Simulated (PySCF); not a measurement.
## Unknown compound

The spectra below were simulated for a compound C$_{6}$H$_{14}$OSi$_{2}$.

¹H NMR (300 MHz, computed): δ 6.90 (m, 1H), 6.73 (m, 1H), 4.28 (m, 1H), 3.44 (m, 1H), 3.36 (m, 1H), 0.10 (s, 9H).

¹³C{¹H} NMR (computed): δ 149.6 (C), 136.8 (CH2), 54.1 (CH), 1.2 (CH3, 3C).

- NMR shieldings at PBE0/pcSseg-1/GIAO
- coordinates at the GFN2-xTB level
- code: PySCF
- relativity neglected, averaged over atoms made equivalent by symmetry, fast rotation or ring inversion, one conformer, no solvent model

δ = σ(ref) − σ, references computed at the same level: TMS for ¹H (31.72 ppm) and ¹³C (186.93 ppm).

Propose a structure and justify it.

Results:


- Rings plus π bonds: 2 (1 ring in the answer).
- 4 carbon signals for 6 carbons: some carbons are equivalent by symmetry or fast rotation.
- Carbon types of the structure: 1 × C, 1 × CH, 1 × CH2, 3 × CH3, leaving 2 H on heteroatoms.
- δC 149.6: fully substituted alkene carbon; an sp2 carbon of a C=C bond.
- δC 136.8: terminal =CH2 carbon; the olefinic region.
- δC 54.1: three-membered-ring carbon; the inductive effect lowers its shielding.
- δC 1.2: methyl carbon bonded to Si; an electropositive neighbour leaves it electron-rich and shielded.
- δH 6.90, 6.73: hydrogen on a terminal =CH2 carbon; attached to an sp2 carbon and in the plane of the double bond.
- δH 4.28: hydrogen on a three-membered-ring carbon; its carbon carries O, hence the downfield position.
- δH 0.10: hydrogen on a methyl carbon bonded to Si; an electropositive neighbour shields it, as in TMS itself.

Structure: SMILES C=C1[SiH2][C@H]1O[Si](C)(C)C.

This is the structure that produced the data.

Shifts are as computed. Against solution values, carbons near 30 ppm lie about +3 ppm off and those near 130 ppm about +5 ppm. Of 1309 compounds with measured shifts, 239 miss one by over three times the rms of a fit or turn the order of signals round; such compounds aren't used in these exercises. No couplings were computed; multiplicities are counted from neighbouring protons, with m where these are inequivalent, close in shift, in a saturated or five-membered ring or joined by F or P, and br s for small geminal =CH2 splittings.
